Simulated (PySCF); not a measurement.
An unknown shows these calculated signals:

1H NMR (600 MHz, computed): δ 0.45 (m, 2H), 0.17 (m, 2H), 0.05 (s, 3H), 0.04 (br s, 4H), -0.62 (m, 1H).

13C{1H} NMR (computed): δ 2.3 (CH2), 1.8 (CH3), 1.4 (CH).

Theory: PBE0/pcSseg-1 with gauge-including orbitals, GFN2-xTB structure, in PySCF (no solvent model, fast rotation and ring inversion assumed for equivalent nuclei, no relativistic terms, a single conformation).

Referencing at the same level of theory: 1H, 13C vs TMS.

Question: Which of these does the molecule contain: a ketone, a tert-butyl group, a three-membered ring, a Si–CH3 group, an N-methyl group, an NH or NH2 group?

Answer: 
- A ketone: no.
- A tert-butyl group: no.
- A three-membered ring: yes.
- A Si–CH3 group: yes (δC 1.8; δH 0.05 (s)).
- An N-methyl group: no.
- An NH or NH2 group: yes (δH 0.04 (br s)).

The data belong to `C[Si](N)(N)C1CC1`, C₄H₁₂N₂Si; they needn't prove each group on their own.

Carbon signals by region: 3 below 50 ppm.

OH and NH positions are those of a molecule without intermolecular hydrogen bonds; in solution they move with solvent, concentration and temperature, and exchange usually removes their couplings. Shifts are as computed. Against solution values, carbons near 30 ppm lie about +3 ppm off and those near 130 ppm about +5 ppm. Of 1211 compounds with measured shifts, 218 miss one by over three times the rms of a fit or turn the order of signals round; such compounds aren't used in these exercises. Multiplicities follow the n + 1 count of equivalent neighbours, as no J values were calculated; m marks all less simple cases, F and P coupling included.
